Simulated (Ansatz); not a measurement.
**Cost against result**

Saddle point of Si2H8O2, singlet (Si₂H₆O ([OH][SiH2][SiH3]) + H₂O → SiH₄O₂ ([OH][SiH2][OH]) + SiH₄; bonds formed: Si1–O7, Si2–H6; bonds broken: Si1–Si2, H6–O7), PBE0-D4/def2-TZVP structure:

```
12
angstrom
Si -0.6490 0.3379 -0.6274
Si 0.7339 -1.3540 1.0640
H -0.6921 -0.7256 -1.6475
H -1.5333 0.1192 0.5523
O -1.2650 1.7586 -1.2535
H 1.2960 0.3596 0.0289
O 1.0204 1.0692 -0.7307
H 2.0346 -2.1007 1.0510
H 0.4740 -1.0095 2.4990
H -0.3108 -2.3663 0.7024
H -2.2003 1.8950 -1.0997
H 1.0916 2.0168 -0.5389
```

Barriers are electronic and count from the start structure reached by relaxing down the imaginary mode.

Program: Ansatz 0.2.0. Basis: as named in each row. Cores are frozen in the correlated methods. B3LYP uses VWN-RPA correlation. Extrapolation: Hartree–Fock as exp(−7.88 √X), correlation as X^−2.97.

Times are rough, for one single point on 4 threads of a shared host (Arm Neoverse V1).

The estimate by CCSD(T) at an estimated basis limit (MP2 extrapolated from triple and quadruple zeta, plus CCSD(T) − MP2 in triple zeta) is 1.744 eV.

```tsv
method	basis	time (s)	barrier (eV)	method less estimate
HF	STO-3G	under 1	3.523	1.779
PBE-D4	STO-3G	under 1	1.646	-0.097
SPW92	def2-SVP	under 1	1.113	-0.631
B3LYP-D4	6-31G	under 1	1.978	0.235
PBE-D4	def2-SVP	under 1	1.455	-0.289
PBE0-D4	def2-SVP	under 1	1.644	-0.100
SPW92	def2-TZVPP	1	1.107	-0.636
PBE-D4	def2-TZVPP	2	1.420	-0.323
BLYP-D4	def2-TZVPP	2	1.601	-0.142
B3LYP-D4	def2-TZVPP	3	1.702	-0.042
BHLYP-D4	def2-TZVPP	3	1.875	0.132
PBE0-D4	def2-TZVPP	3	1.564	-0.180
CAM-B3LYP-D4	def2-TZVPP	3	1.736	-0.008
CCSD(T)	def2-SVP	4	2.004	0.261
wB97M-V	def2-SVP	4	1.665	-0.079
r2SCAN-D4	def2-TZVPP	4	1.509	-0.234
r2SCAN0-D4	def2-TZVPP	4	1.605	-0.139
RPA on PBE	def2-TZVPP	5	1.749	0.006
B2PLYP	def2-TZVPP	5	1.739	-0.005
PBE-QIDH	def2-TZVPP	5	1.674	-0.070
wB97X-V	def2-TZVPP	8	1.745	0.001
B97M-V	def2-TZVPP	8	1.641	-0.103
wB97M-V	def2-TZVPP	8	1.618	-0.126
MP2	def2-QZVPP	21	1.700	-0.043
CCSD(T)	def2-TZVPP	120	1.750	0.006
```

All methods are single points on the PBE0-D4 structures.

No T1 diagnostic of these runs exceeds 0.013.

Labels in which every atom is bracketed show which atoms are joined, not bond orders.
